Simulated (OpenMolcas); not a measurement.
## Ca+: thermal populations, worked from levels

```json
{
 "Program": "OpenMolcas 26.06",
 "Basis": "ANO-RCC-VQZP [7s6p3d2f1g]",
 "Scalar Hamiltonian": "DKH2, point nucleus",
 "Active space": "1 electron in 9 orbitals (3d 4s 4p)",
 "State averaging": "2S+1 = 2 even, 6 roots; 2S+1 = 2 odd, 3 roots",
 "Spin-orbit coupling": "RASSI with atomic mean-field integrals over the reference wave functions, term energies averaged over their components"
}
```

Methods: CASSCF; SS-CASPT2, IPEA 0.25 Eh, imaginary shift 0.1 Eh (closed shells correlated: 3s 3p). Measured levels: NIST Handbook of Basic Atomic Spectroscopic Data.

**Thermal populations.** Z = Σ (2J + 1) exp(-E/kT) with k = 0.695035 cm-1/K, over the levels below. No other level of either list lies under 52100 cm-1, which is above 7 kT at each temperature.

```json
{"Level": "4s ²S_1/2", "2J + 1": "2", "SS-CASPT2": "0.0", "measured": "0.0"}
{"Level": "3d ²D_3/2", "2J + 1": "4", "SS-CASPT2": "22580", "measured": "13650"}
{"Level": "3d ²D_5/2", "2J + 1": "6", "SS-CASPT2": "22600", "measured": "13711"}
{"Level": "4p ²P°_1/2", "2J + 1": "2", "SS-CASPT2": "25080", "measured": "25192"}
{"Level": "4p ²P°_3/2", "2J + 1": "4", "SS-CASPT2": "25240", "measured": "25414"}
```

| T (K) | Z, SS-CASPT2 | Z, measured levels | Ground level (%), SS-CASPT2 | Ground level (%), measured levels |
| --- | --- | --- | --- | --- |
| 5000 | 2.019 | 2.199 | 99.0 | 91.0 |
| 8000 | 2.237 | 2.916 | 89.4 | 68.6 |

At 8000 K, kT = 5560 cm-1, and the computed levels give Z = 2.000 + 0.069 + 0.103 + 0.022 + 0.043 = 2.237.

CASPT2 does not keep the components of a term degenerate, so their means are used; among the terms shown or strongly mixed into the levels shown the widest spread is 130 cm-1 (3d ²D, SS-CASPT2). ANO sets are built for ground and valence states and can reach diffuse excited orbitals poorly. With one active electron the reference holds no correlation, so core polarisation is missing (holds for CASSCF). With one active electron, CASPT2 adds the correlation within the correlated inactive shells and between them and that electron, and leaves the splitting within a term as the reference gives it (holds for SS-CASPT2). Measured partners are found by configuration, term and J. A level has none where our copy of the source lacks it or the pairing is in doubt (some pairs that miss far off the trend of their configuration count as doubtful), and it then counts in no deviation. Levels of configurations outside the active space are missing.

° marks odd parity.
